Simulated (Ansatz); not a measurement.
Cost and result for the atomization energy of `FC1=C(F)C(F)(F)C(F)C1` (13 atoms, 13 bonds).

```xyz
13

F    -0.9158   -2.2372    1.0937
C    -0.4043   -1.1301    0.5921
C     0.6829   -0.5118    1.0346
F     1.4547   -0.8630    2.0439
C     1.0031    0.6658    0.1863
F     2.1054    0.4350   -0.5843
F     1.2631    1.7759    0.8975
C    -0.2394    0.8247   -0.7216
F    -1.0079    1.8618   -0.2632
C    -1.0190   -0.4867   -0.5975
H     0.0751    1.0542   -1.7412
H    -2.0807   -0.2728   -0.4540
H    -0.9172   -1.1157   -1.4865
```

Charge 0, multiplicity 1. All single points use the PBE0-D4/def2-TZVP geometry. Program: Ansatz. All runs use 4 threads of an AMD EPYC 7R13 on a shared host and a share of an NVIDIA H100 80 GB. Times are those of one run each, without the atoms' runs, and a repeat can differ threefold. Electronic energies, without spin–orbit coupling; frozen cores. CCSD(T)/CBS adds CCSD(T) − MP2 in def2-TZVPP to the MP2 limit, and its time is that of the two runs behind it. T1 = 0.012. B3LYP takes the VWN-RPA correlation (the form of Gaussian; ORCA's B3LYP/G). HSE06 is the plane-wave form, built on full-range PBE exchange.

CCSD(T)/CBS is a level of theory with its own doubt, some kJ/mol a heavy atom from the limit and from the frozen cores, so smaller differences don't rank the functionals.

```csv
level,functions,wall time,atomization (kJ/mol),difference from CCSD(T)/CBS,per bond
r2SCAN-D4/def2-TZVPP (with forces),352,7 s,5774.9,68.5,5.3
PBE0-D4/def2-TZVPP,352,7 s,5810.1,103.7,8.0
HSE06-D4/def2-TZVPP,352,7 s,5816.5,110.1,8.5
BHLYP-D4/def2-TZVPP,352,7 s,5417.0,-289.4,-22.3
ωB97X-V/def2-TZVPP,352,7.5 s,5749.6,43.2,3.3
CAM-B3LYP-D4/def2-TZVPP,352,8 s,5760.9,54.5,4.2
BLYP-D4/def2-TZVPP,352,8.5 s,5749.9,43.5,3.4
B3LYP-D4/def2-TZVPP (with forces),352,8.5 s,5694.4,-12.0,-0.9
B2PLYP/def2-TZVPP,352,8.5 s,5653.0,-53.4,-4.1
CCSD(T)/def2-SVP,155,9.5 s,5455.9,-250.5,-19.3
MP2/def2-QZVPP,660,12 s,5882.0,175.6,13.5
CCSD(T)/def2-TZVPP,352,26 s,5550.8,-155.6,-12.0
CCSD(T)/CBS(def2),–,38 s,5706.4,0.0,0.0
```

The D4 term adds +50.4 kJ/mol with B3LYP and +26.6 kJ/mol with PBE0; it sums over pairs of atoms, weighted by their polarisabilities, and B3LYP, whose exchange is more repulsive, gets the larger term. From PBE to PBE0 (25 % exact exchange), in def2-TZVPP and without D4, the atomization energy moves by −200.9 kJ/mol: exact exchange takes away binding that semilocal exchange gives to molecules. At CCSD(T), def2-SVP lies −250.4 kJ/mol from the extrapolated value and def2-TZVPP −155.6 kJ/mol: correlation converges slowly with the basis, and small sets miss more of it in the bonded molecule than in its fragments.
